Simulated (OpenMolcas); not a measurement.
An OpenMolcas run meant for Pm IV (ANO-R2, X2C; inactive shells 1s 2s 2p 3s 3p 3d 4s 4p 4d 5s 5p; intended active space 4 electrons in 7 orbitals (4f)). One step of its input:

```
&CASPT2
Multistate=35 1 2 3 4 5 6 7 8 9 10 11 12 13 14 15 16 17 18 19 20 21 22
23 24 25 26 27 28 29 30 31 32 33 34 35
Frozen=14 9
IPAE=0.25
Imaginary=0.1
MaxIter=60
WThr=0.0 0.3 0.05
PrWF=0.5
NoMix
```

Lines from the output:

```
|       MOLCAS_SOURCE = <dir>
  |    MOLCAS_STRUCTURE = 0
  |
   -----------------------------------------------------------------------------------------
++ ---------   Input file   ---------
>>> COPY JOB001 $Project.JobIph
&CASPT2
Multistate=35 1 2 3 4 5 6 7 8 9 10 11 12 13 14 15 16 17 18 19 20 21 22
23 24 25 26 27 28 29 30 31 32 33 34 35
Frozen=14 9
IPAE=0.25
Imaginary=0.1
MaxIter=60
WThr=0.0 0.3 0.05
PrWF=0.5
NoMix
-- ----------------------------------
>>> COPY JOB001 a.JobIph
*** symbolic link created: INPORB -> a.RasOrb
--- Start Module: caspt2 at  ---
()()()()()()()()()()()()()()()()()()()()()()()()()()()()()()()()()()()()()()()()()()()()()()()()()()
                                              &CASPT2
                                   only a single process is used
                       available to each process: 2.3 GB of memory, 1 thread
()()()()()()()()()()()()()()()()()()()()()()()()()()()()()()()()()()()()()()()()()()()()()()()()()()
 ###    ERROR: Unrecognized keyword: IPAE                                    ###
--- Stop Module: caspt2 at  /rc=_RC_INPUT_ERROR_ ---
.####################.
.# User input error #.
.####################.
```

**Question.** What is wrong with the input?

**Answer.** A keyword is misspelt. OpenMolcas reads the first four letters of a keyword, so the setting is refused or falls back to its default.
